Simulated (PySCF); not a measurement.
**Static response to an electric field**

Compound: C₅H₉NOSi.
Cartesian coordinates in Å at the GFN2-xTB level; atoms count from 1:
```xyz
17
C5H9NOSi angstrom
C     -2.4826   -1.1415    0.2760
C     -1.9743   -0.0173   -0.6135
O     -0.5985    0.1529   -0.4117
Si     0.4296    1.1957   -1.0940
C      2.0586    0.7537   -0.2714
C      2.2146   -0.2073    0.6408
C      3.4556   -0.5073    1.2332
N      4.4694   -0.7492    1.7142
H     -3.5498   -1.2792    0.1260
H     -1.9679   -2.0683    0.0355
H     -2.2988   -0.9022    1.3204
H     -2.1610   -0.2522   -1.6683
H     -2.4949    0.9191   -0.3796
H      0.0695    2.5886   -0.8063
H      0.5199    1.0071   -2.5462
H      2.9268    1.3277   -0.5682
H      1.3769   -0.8081    0.9697
```

Level: CAM-B3LYP/def2-SVPD (PySCF), static field, nuclei fixed, core orbitals frozen in the response. The polarisability tensor in these axes (au):

```
x   111.83  -7.23  17.37
y    -7.23  85.34 -15.84
z    17.37 -15.84  88.80
```

Question: Give the principal values, the mean and the anisotropy Δα = √{½[(α1 − α2)² + (α2 − α3)² + (α1 − α3)²]}.

Answer: Principal values 69.94, 89.87 and 126.16 au; mean 95.32 au = 14.13 Å³ = 15.72 × 10⁻⁴⁰ C²·m²/J; Δα = 49.36 au (52 % of the mean).

Question: What is the dipole moment, and where does it point?

Answer: (-4.70, 1.22, -2.32) D, 5.38 D in size, pointing from the negative to the positive side. Measured along this direction, the outermost atoms are N8 at the negative end and H9 at the positive end.

Question: Find the Langevin capture rate constant for O2+ (31.990 u) meeting this molecule (127.045 u), k = 2.342 × 10⁻⁹ cm³/s × √(α in Å³ / reduced mass in u).

Answer: The reduced mass is 25.56 u, so k = 1.74 × 10⁻⁹ cm³/s. The formula leaves out the permanent dipole, which adds to the capture rate.

Question: Form Σ f/ω² (atomic units) for the 8 lowest TDDFT singlets, given as eV and f, and set it beside the mean polarisability, which is this sum over all singlets: 6.12, 0.4869; 6.22, 0.0021; 6.55, 0.0046; 6.66, 0.0033; 7.30, 0.0023; 7.35, 0.0016; 7.51, 0.0006; 7.67, 0.0008.

Answer: They add up to 9.87 au, 10.4 % of the 95.32 au; the largest single term is 9.63 au, from the state at 6.12 eV. Terms in order: 9.63, 0.04, 0.08, 0.06, 0.03, 0.02, 0.01, 0.01 au. Higher excitations give the rest. The strengths listed sum to 0.502.

Question: In a dilute gas of rigid molecules at 250 K, how does the orientational term μ²/3kT compare with the electronic polarisability?

Answer: In Gaussian units μ²/3kT = 279.15 Å³ against 14.13 Å³, a ratio of 19.76; the Debye molar polarisation (4π/3)N_A(α + μ²/3kT) is 739.8 cm³/mol, leaving out the vibrational part.

Question: Rayleigh depolarisation ratio (linearly polarised light, static tensor)?

Answer: ρ = 3Δα²/(45ᾱ² + 4Δα²) = 7310.2/(408885 + 9747.0) = 0.0175.

One conformer (not necessarily the lowest) at the GFN2-xTB geometry, without solvent, vibrations or thermal averaging.
